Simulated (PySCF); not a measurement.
O4Rh, SMILES [Rh+](=[O])(=[O])(=[O])=[O], charge +1, multiplicity 1.

Geometry optimised at B3LYP-D3(BJ)/def2-SVP. The spin state was assumed, not searched. The def2 effective core potentials stand for the cores of Rh; spin–orbit coupling is left out.

All values below come from r2SCAN/def2-TZVPD (PySCF).

Gas-phase values at a fixed geometry.

The total energy comes out as -410.93424 hartree, the point group is Td and the highest occupied level is -16.43 eV. The lowest empty level is -14.03 eV and the orbital gap is 2.40 eV. The dipole moment about the centre of nuclear charge is 0.000 e·Å and the mean static polarisability is 45.1 bohr³ (6.68 Å³). The polarisability, principal values comes out as 45.1, 45.1, 45.1 bohr³.
